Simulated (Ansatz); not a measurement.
Z-matrix (Å, degrees):
```
Si
C 1 1.873
Al 1 2.332 2 54.6
O 1 1.653 2 117.2 3 -126.4
H 1 1.493 2 110.3 3 105.4
H 2 1.088 1 123.8 3 -137.4
H 2 1.106 1 109.5 3 92.1
H 3 1.585 1 171.6 2 -175.1
H 4 0.958 1 117.0 2 154.7
```

Total charge 0; spin multiplicity 1.

Q: List the r2SCAN/def2-TZVPP orbital energies in eV (Ansatz). (Estimate.)

A: The calculation gave: Occupied: -1791.11, -1517.18, -515.78, -272.35, -141.46, -110.68, -96.34, -96.31, -96.30, -71.04, -70.81, -70.76, -26.31, -17.67, -13.84, -11.73, -10.76, -9.62, -9.24, -8.90, -7.82, -6.47, -5.09. Lowest empty: -2.28, -1.00, 0.03, 0.43, 1.42, 1.99, 2.25, 2.68.
